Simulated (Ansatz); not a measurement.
Frontier orbitals of `C[CH](C)[Mg][OH]`.

```xyz
13

C     1.2191   -0.9023    0.5047
C    -0.2044   -0.3849    0.3079
C    -0.5268    0.6934    1.3405
Mg   -0.5896    0.2295   -1.6698
O    -0.9205    0.7362   -3.3279
H     1.4599   -1.7398   -0.1574
H     1.9678   -0.1231    0.3231
H     1.3810   -1.2518    1.5354
H    -0.8891   -1.2265    0.4845
H    -1.5678    1.0274    1.2921
H     0.1024    1.5818    1.2162
H    -0.3531    0.3331    2.3656
H    -1.0788    1.0271   -4.2148
```

Charge 0, multiplicity 1. Correlated methods include outer-core shells of Mg, which these sets cover unevenly. All single points use the PBE0-D4/def2-TZVP geometry. It is one conformer, not always the lowest. Basis def2-TZVPP, Ansatz.

```json
{"functional": "PBE", "HOMO (eV)": "-5.24", "LUMO (eV)": "-1.47", "gap (eV)": "3.77"}
{"functional": "revPBE", "HOMO (eV)": "-5.15", "LUMO (eV)": "-1.36", "gap (eV)": "3.79"}
{"functional": "BLYP", "HOMO (eV)": "-5.15", "LUMO (eV)": "-1.44", "gap (eV)": "3.71"}
{"functional": "B97M-V", "HOMO (eV)": "-5.47", "LUMO (eV)": "-1.50", "gap (eV)": "3.97"}
{"functional": "PBE0", "HOMO (eV)": "-6.31", "LUMO (eV)": "-0.76", "gap (eV)": "5.55"}
{"functional": "B3LYP", "HOMO (eV)": "-6.17", "LUMO (eV)": "-1.03", "gap (eV)": "5.14"}
{"functional": "BHLYP", "HOMO (eV)": "-7.37", "LUMO (eV)": "-0.21", "gap (eV)": "7.16"}
{"functional": "ωB97M-V", "HOMO (eV)": "-8.51", "LUMO (eV)": "0.42", "gap (eV)": "8.93"}
```

From PBE to PBE0 the HOMO moves by −1.08 eV and the LUMO by +0.71 eV, and with ωB97M-V by −3.28 and +1.89 eV, so the gap grows from 3.77 to 8.94 eV with exact exchange. A positive LUMO is unbound and depends on the basis.

B3LYP here is the variant with VWN-RPA as its local correlation; programs differ in this.
